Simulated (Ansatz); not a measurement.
```xyz
11

B     0.7916    0.9375    0.4956
B    -0.3179   -0.3351    0.7055
O    -0.9614   -0.9565    1.7199
C    -0.5245   -0.8193   -0.8119
S     1.0009    0.0379   -1.3445
H     1.8760    1.0267    1.0107
H     0.2613    2.0021    0.2704
H    -0.7408   -0.5824    2.5769
H    -1.3865   -0.3323   -1.2728
H    -0.5161   -1.8743   -1.0879
H     0.5176    0.8956   -2.2620
```

Charge 0, multiplicity 1. The bonds changed during the relaxation, so this is another structure than the one it started from.

List the PBE0/def2-TZVPP orbital energies in eV (the Gaussian-basis code of Ansatz). (An estimate is asked.)

The calculation gave: Occupied: -2423.78, -523.12, -278.87, -219.06, -184.59, -182.95, -162.90, -162.82, -162.72, -28.75, -22.97, -18.63, -15.64, -14.81, -13.21, -12.18, -11.59, -10.62, -10.28, -10.07, -8.53, -8.13, -7.02. Lowest empty: -0.66, 0.18, 0.61, 0.91, 1.66, 2.26, 2.66, 3.20.
